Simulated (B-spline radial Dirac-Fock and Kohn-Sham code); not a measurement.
## Neutral tin: differential elastic cross section for positrons at 33.4 keV

These are calculated numbers from a radial finite-basis atomic code; the model is relativistic (Dirac) partial waves in the static field of the Dirac-Fock atom, without polarisation or absorption potentials.

```csv
θ (°),dσ/dΩ (a₀²/sr),Sherman function
0,403,0.000
10,0.630,0.000
20,0.0601,0.001
30,0.0144,0.002
40,0.00510,0.003
50,0.00229,0.004
60,0.00121,0.005
70,0.000712,0.006
80,0.000458,0.007
90,0.000315,0.007
100,0.000230,0.007
110,0.000177,0.007
120,0.000142,0.006
130,0.000118,0.006
140,0.000103,0.005
150,9.19e-05,0.004
160,8.50e-05,0.003
170,8.12e-05,0.001
180,8.00e-05,0.000
```

The total elastic cross section is 1.13 a₀², the first transport cross section 0.00954 a₀² and the second, weighted with (3/2) sin²θ, 0.0229 a₀². The mean deflection is ⟨1 − cos θ⟩ = 0.00842, and 0.088 % of the collisions scatter beyond 90°.

Phase shifts modulo π (rad) for κ = −1 to −5: 0.161, 0.898, 1.314, -1.549, -1.345.
